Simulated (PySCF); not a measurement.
PySCF input for C3H7FSi2, SMILES C[SiH2]C#C[SiH2]F, PBE0/pcSseg-1. The structure is a stationary point at B3LYP-D3(BJ)/def2-SVP. The structure was generated by enumeration, and PubChem lists no compound with its InChIKey, so it may never have been made.

```python
import numpy as np
from pyscf import gto, scf, dft
from pyscf.prop.nmr import rks as nmr

mol = gto.M(
    atom='''
    Si    0.37348361   -2.47693710    0.00000000
    F    -1.18025414   -2.96048522   -0.00000000
    C     0.43250463   -0.65119887    0.00000000
    C     0.49030571    0.57267220    0.00000000
    Si    0.52878267    2.41902116    0.00000000
    C    -1.22739640    3.08771430   -0.00000000
    H     1.01815201   -3.00316608    1.22801748
    H     1.01815201   -3.00316608   -1.22801749
    H     1.27391694    2.86412110    1.21162265
    H     1.27391694    2.86412110   -1.21162266
    H    -1.77351241    2.74434704    0.89221129
    H    -1.21903747    4.18946017   -0.00000000
    H    -1.77351241    2.74434704   -0.89221128
    ''',
    basis='pcSseg-1',
    charge=0,
    spin=0,
    max_memory=1600,
    verbose=3,
)
mf = dft.RKS(mol, xc='pbe0')
mf.grids.level = 3
mf.conv_tol = 1e-10
mf.max_cycle = 100
mf.kernel()
n = nmr.NMR(mf)
n.verbose = 2
n.max_cycle_cphf = 60
sigma = n.kernel()
print('atom   isotropic/ppm   span/ppm')
for i, s in enumerate(sigma):
    w = np.linalg.eigvalsh((s + s.T) / 2)
    print(f'{mol.atom_symbol(i):2s}{i + 1:3d} {w.mean():14.3f} {w[2] - w[0]:11.3f}')
```

Output:

```
converged SCF energy = -796.845262595321
atom   isotropic/ppm   span/ppm
Si  1        383.935     117.187
F   2        387.057      63.336
C   3         69.387     290.617
C   4         62.984     289.325
Si  5        417.385      64.406
C   6        190.086       9.724
H   7         26.258       7.718
H   8         26.258       7.718
H   9         26.963       8.421
H  10         26.963       8.421
H  11         30.727      10.860
H  12         31.081      12.169
H  13         30.727      10.860
```

Self-consistency was reached.

Cost: roughly 30 core-seconds.
